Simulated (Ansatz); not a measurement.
Mulliken charges of C2H5GaO2 (`O=C(O)[CH2][GaH2]`) from ωB97M-V/def2-TZVPP in Ansatz (PBE0-D4/def2-TZVP geometry).

| atom | x (Å) | y (Å) | z (Å) | charge (e) |
| --- | --- | --- | --- | --- |
| O1 | 0.739 | -2.106 | 0.434 | -0.292 |
| C2 | 0.200 | -1.040 | 0.413 | 0.312 |
| O3 | 0.528 | -0.056 | 1.330 | -0.279 |
| C4 | -0.769 | -0.461 | -0.540 | -0.388 |
| Ga5 | 0.034 | 1.379 | -0.656 | 0.241 |
| H6 | 1.214 | -0.406 | 1.915 | 0.199 |
| H7 | -0.867 | -1.085 | -1.423 | 0.129 |
| H8 | -1.738 | -0.337 | -0.053 | 0.135 |
| H9 | -0.793 | 2.591 | -0.114 | -0.029 |
| H10 | 1.453 | 1.520 | -1.306 | -0.027 |

Question: By hand: the dipole of these point charges (1 e Å = 4.8032 D).

Answer: Σ q r = (-0.115, 0.435, -0.089) e Å, of length 0.459 e Å = 2.20 D.

Question: How does the dipole of the full density compare? (Estimate.)

Answer: The calculation gave: (-0.142, 0.257, 0.076) e Å, 1.46 D; the point charges give 1.51 times that, at 29° from its direction.

Point charges leave out the atoms' own dipoles, such as those of lone pairs, and Mulliken's split depends on the basis, so the two needn't agree.
